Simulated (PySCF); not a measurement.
**As²⁺: excitation energy**

As²⁺ [Ar] 3d10 4s2 4p1 (2P) → As²⁺ [Ar] 3d10 4s1 4p1 5s1 (4P), as a difference of total energies. All numbers are calculated (PySCF 2.14, the spin-free X2C one-electron Hamiltonian (Gaussian nucleus), in x2c-TZVPPall with one added diffuse shell each of s, p, d type (7s6p5d1f, 57 functions)). Correlated levels: valence and next inner shell: [Ne] frozen. The calculations carry no spin-orbit coupling.

| method | excitation energy (eV) |
| --- | --- |
| UHF | 20.911 |
| MP2 (valence and next inner shell) | 22.055 |
| SCS-MP2 (valence and next inner shell) | 22.291 |
| CCSD (valence and next inner shell) | 22.108 |
| CCSD(T) (valence and next inner shell) | 22.133 |

Q: How much does correlation contribute at CCSD(T) (valence and next inner shell)?

A: 22.133 − (20.911) = 1.222 eV, measured against UHF.

A first-order spin-orbit estimate (lowest level to lowest level, LS coupling) adds 0.016 eV.

The promoted electron is Rydberg-like, and one or two diffuse shells describe it only roughly, which tends to raise the upper state.

The coupled-cluster amplitudes are large for the upper state (T1 above 0.03 or a double amplitude above 0.15), so a single reference is strained.
